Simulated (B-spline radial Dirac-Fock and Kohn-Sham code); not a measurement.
Photoemission from Nb⁴⁺ at Cr Kα (5414.7 eV), detector at θ = 54.7°, φ = 180°

System: niobium as Nb⁴⁺, configuration [Kr] 4d1. Model: Dirac-Hartree-Slater photoionisation with a Latter tail; cross sections with all multipoles, angular parameters from the dipole term and its interference with E2. Program: a radial atomic solver. Thresholds are orbital energies of the model. For linearly polarised light dσ/dΩ = σ/(4π) [1 + β P₂(cos θ) + (δ + γ cos²θ) sin θ cos φ], with θ from the polarisation vector and φ the angle between the beam and the projection of the electron momentum on the plane normal to the polarisation. The dipole factor is 1 + βP₂ and the non-dipole term is the rest of the bracket. Open shells are filled statistically over j.

Input of the calculation (task.json; shells as n, l, electrons):

```json
{"items": [{
  "Z": 41,
  "q": 4,
  "cfg": [[1, 0, 2], [2, 0, 2], [2, 1, 6], [3, 0, 2], [3, 1, 6], [3, 2, 10], [4, 0, 2], [4, 1, 6], [4, 2, 1]],
  "A": 93,
  "rrms": 4.324,
  "do": "xps",
  "hv": [60, 75.1, 79.4, 80.9, 124.0, 157.0, 294.0, 300, 319.0, 409.0, 419.0, 449.0, 502.0, 1320.0, 2000, 2480.0, 2770.0, 2940.0, 2984.4, 4000, 4650.0, 5414.7, 5440.0, 5660.0, 8047.8, 9410.0, 11400.0, 13400.0, 13600.0, 15000]
}]}
```

Run with: `python xray2_run.py task.json out`

| subshell | threshold (eV) | σ (kb) | β | γ | δ | dipole factor | non-dipole term | dσ/dΩ (kb/sr) |
| --- | --- | --- | --- | --- | --- | --- | --- | --- |
| 2s | 2727.5 | 14.4 | 2.00 | -0.04 | 0.000 | 1.002 | +0.010 | 1.16 |
| 2p1/2 | 2517.8 | 13.8 | 1.41 | 0.74 | 0.053 | 1.001 | -0.244 | 0.832 |
| 2p3/2 | 2420.0 | 24.9 | 1.44 | 0.79 | 0.053 | 1.001 | -0.258 | 1.48 |
| 3s | 506.5 | 2.68 | 2.00 | 0.20 | 0.000 | 1.002 | -0.054 | 0.203 |
| 3p1/2 | 425.8 | 1.90 | 1.36 | 0.93 | 0.047 | 1.001 | -0.291 | 0.107 |
| 3p3/2 | 409.7 | 3.44 | 1.39 | 0.96 | 0.047 | 1.001 | -0.300 | 0.192 |
| 3d3/2 | 265.3 | 0.533 | 0.79 | 1.14 | 0.225 | 1.001 | -0.493 | 0.0215 |
| 3d5/2 | 262.2 | 0.754 | 0.77 | 1.12 | 0.232 | 1.001 | -0.495 | 0.0304 |
| 4s | 111.3 | 0.473 | 2.00 | 0.24 | 0.000 | 1.002 | -0.067 | 0.0352 |
| 4p1/2 | 87.68 | 0.284 | 1.35 | 0.95 | 0.046 | 1.001 | -0.296 | 0.0159 |
| 4p3/2 | 85.22 | 0.516 | 1.38 | 0.98 | 0.046 | 1.001 | -0.305 | 0.0286 |
| 4d3/2 | 49.45 | 0.00560 | 0.78 | 1.13 | 0.223 | 1.001 | -0.490 | 0.000227 |
| 4d5/2 | 49.16 | 0.00793 | 0.75 | 1.11 | 0.231 | 1.001 | -0.492 | 0.000321 |
